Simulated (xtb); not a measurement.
xtb input (GFN2-xTB):

```bash
xtb mol.xyz --gfn 2 --sp --chrg -1 --uhf 0
```
mol.xyz:
```
2

Cd    -0.00000000    -0.00000000    -1.07497705
Br     0.00000000     0.00000000     1.47425425
```

End of the output:

```
         :::::::::::::::::::::::::::::::::::::::::::::::::::::
         ::                     SUMMARY                     ::
         :::::::::::::::::::::::::::::::::::::::::::::::::::::
         :: total energy              -4.849316720412 Eh    ::
         :: gradient norm              0.095355080918 Eh/a0 ::
         :: HOMO-LUMO gap              6.216492516695 eV    ::
         ::.................................................::
         :: SCC energy                -4.850879578504 Eh    ::
         :: -> isotropic ES            0.158107617060 Eh    ::
         :: -> anisotropic ES         -0.003178056187 Eh    ::
         :: -> anisotropic XC         -0.004910681470 Eh    ::
         :: -> dispersion             -0.001253111918 Eh    ::
         :: repulsion energy           0.001562858092 Eh    ::
         :: add. restraining           0.000000000000 Eh    ::
         :: total charge              -1.000000000000 e     ::
         :::::::::::::::::::::::::::::::::::::::::::::::::::::

           -------------------------------------------------
          |                Property Printout                |
           -------------------------------------------------

    * Orbital Energies and Occupations

         #    Occupation            Energy/Eh            Energy/eV
      -------------------------------------------------------------
         1        2.0000           -0.5718355             -15.5604
         2        2.0000           -0.1675925              -4.5604
         3        2.0000           -0.1560675              -4.2468
         4        2.0000           -0.1560675              -4.2468
         5        2.0000           -0.0035330              -0.0961 (HOMO)
         6                          0.2249189               6.1204 (LUMO)
         7                          0.2249189               6.1204
         8                          0.3382091               9.2031
         9                          0.3382091               9.2031
        10                          0.3383485               9.2069
        11                          0.3383485               9.2069
        12                          0.3500602               9.5256
        13                          0.8254587              22.4619
      -------------------------------------------------------------
                  HL-Gap            0.2284519 Eh            6.2165 eV
             Fermi-level            0.1106929 Eh            3.0121 eV

     #   Z          covCN         q      C6AA      α(0)
     1  48 Cd       0.789    -0.194   454.241    49.426
Note: The following floating-point exceptions are signalling: IEEE_UNDERFLOW_FLAG IEEE_DENORMAL
normal termination of xtb
     2  35 Br       0.789    -0.806   208.456    23.278

 Mol. C6AA /au·bohr⁶  :       1251.987584
 Mol. C8AA /au·bohr⁸  :     100965.248230
 Mol. α(0) /au        :         72.703347

Wiberg/Mayer (AO) data.
largest (>0.10) Wiberg bond orders for each atom

 ---------------------------------------------------------------------------
     #   Z sym  total        # sym  WBO       # sym  WBO       # sym  WBO
 ---------------------------------------------------------------------------
     1  48 Cd   0.415 --     2 Br   0.415
     2  35 Br   0.415 --     1 Cd   0.415
 ---------------------------------------------------------------------------

Topologies differ in total number of bonds
Writing topology from bond orders to xtbtopo.mol

molecular dipole:
                 x           y           z       tot (Debye)
 q only:        0.000       0.000      -1.854
   full:       -0.000      -0.000      -1.295       3.291
molecular quadrupole (traceless):
                xx          xy          yy          xz          yz          zz
 q only:        3.529       0.000       3.529       0.000       0.000      -7.058
  q+dip:        7.659       0.000       7.659      -0.000      -0.000     -15.318
   full:        8.468      -0.000       8.468      -0.000      -0.000     -16.937

           -------------------------------------------------
          | TOTAL ENERGY               -4.849316720412 Eh   |
          | GRADIENT NORM               0.095355080918 Eh/α |
          | HOMO-LUMO GAP               6.216492516695 eV   |
           -------------------------------------------------

------------------------------------------------------------------------
------------------------------------------------------------------------
 total:
 SCF:
```

This state (charge -1, singlet) is run at the relaxed geometry of the species with charge 0 and multiplicity 2.
